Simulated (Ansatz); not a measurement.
Consider the ligand exchange at the Si–S bond: `[SiH3][SiH2][S][GeH3]` + CH₃NH₂ → `CN[SiH2][SiH3]` + `[SH][GeH3]`.

Calculated with Ansatz (gas phase, PBE0-D4/def2-TZVP geometries, no zero-point term in ΔE). CCSD(T)/CBS is the MP2 limit (def2-TZVPP, def2-QZVPP) plus CCSD(T) − MP2 in def2-TZVPP, frozen cores. DFT in def2-TZVPP. For Ge outer-core shells are correlated without core-valence functions, which leaves a few kJ/mol of doubt a bond. Scalar relativity is left out up to krypton. Each species was taken in one conformer, which may not be the lowest.

CCSD(T)/CBS gives +26.7 kJ/mol.

Question: Another level gave +12.9 kJ/mol. Which?
A. HF/def2-TZVPP
B. r2SCAN/def2-TZVPP
C. PBE0-D4/def2-TZVPP
D. CCSD/def2-TZVPP

Answer: A. HF/def2-TZVPP 12.9, r2SCAN 24.3, PBE0-D4 29.4, CCSD/def2-TZVPP 19.9 kJ/mol.

Largest T1 diagnostic among the species: 0.012.

In def2-TZVPP, CCSD(T) changes the Hartree–Fock value by +9.7 kJ/mol (the triples alone add +2.6 kJ/mol) and MP2 by +13.6 kJ/mol. The D4 term adds +6.0 kJ/mol with B3LYP and +3.3 kJ/mol with PBE0; it sums over pairs of atoms, weighted by their polarisabilities, and B3LYP, whose exchange is more repulsive, gets the larger term.

B3LYP here is the variant with VWN-RPA as its local correlation; programs differ in this.
